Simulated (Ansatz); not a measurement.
Saddle point of SnH₅SeF, singlet (SnH₃F ([F][SnH3]) + H₂Se → SnH₄Se ([SeH][SnH3]) + HF; bonds formed: Sn1–Se7, F2–H6; bonds broken: Sn1–F2, H6–Se7), PBE0-D4/def2-TZVP structure:

```xyz
8
angstrom
Sn -0.7686 -0.6627 -0.1653
F 0.9454 -0.6805 1.1366
H -0.4384 -1.3016 -1.7043
H -1.2972 -1.9155 0.8748
H -1.8528 0.6413 -0.0339
H 1.4163 0.2137 0.5321
Se 1.3159 1.3532 -0.7539
H 0.6793 2.3520 0.1139
```

Energies are electronic, without zero-point energy. Barriers and step energies count from the start structure reached by relaxing down the imaginary mode; all methods use the PBE0-D4 structures, on which another method's saddle can fall below an end. Program: Ansatz 0.2.0. Basis: def2-TZVPP, with def2-QZVPP for the basis limit. Cores are frozen in the correlated methods. Filled d shells of the heavier atoms are correlated. Core potentials replace the inner electrons of the atoms past krypton. The def2 sets are not built for correlating such inner shells, so the correlated values are less sure here. B3LYP uses VWN-RPA correlation. Extrapolation: Hartree–Fock as exp(−7.88 √X), correlation as X^−2.97.

```tsv
method	barrier (kcal/mol)	step energy (kcal/mol)
SPW92	4.23	-11.35
PBE-D4	10.49	-9.42
BLYP-D4	14.41	-6.46
r2SCAN-D4	13.31	-7.56
B97M-V	18.74	-3.45
PBE0-D4	14.08	-10.31
B3LYP-D4	?	-7.33
r2SCAN0-D4	15.69	-9.08
BHLYP-D4	?	-7.50
CAM-B3LYP-D4	18.94	-5.83
wB97X-V	19.25	-6.19
wB97M-V	17.81	-7.27
B2PLYP	18.32	-7.32
PBE-QIDH	16.84	-10.26
RPA on PBE	19.81	-6.32
HF	?	-4.95
MP2	17.32	-10.07
CCSD	22.01	-7.81
CCSD(T)	19.43	-8.20
```

**Question.** Fill in the withheld barriers. (An estimate is asked for; the value comes from the calculation.)

**Answer.** By the calculation: BHLYP-D4 21.05; HF 32.09; B3LYP-D4 16.97 kcal/mol. Each is the energy of the saddle less that of the start structure, by the same method.

For comparison, the barrier by CCSD(T) at an estimated basis limit (MP2 extrapolated from triple and quadruple zeta, plus CCSD(T) − MP2 in triple zeta) is 17.58 kcal/mol.

T1 diagnostic: at most 0.013.

Exchanges of this kind with a chalcogen hydride build sulfide and selenide films.

Labels in which every atom is bracketed show which atoms are joined, not bond orders.

For scale, one of the runs: CCSD(T)/def2-TZVPP, 199 basis functions, launched by `ansatz run in.yaml --threads 4 --pin off --events-out ev --progress --plain --max-ram 9574MiB`. Time: 2.2 min of wall clock on 4 CPU threads of an Arm Neoverse V1; the host was shared. Peak host memory: 2.8 GiB.
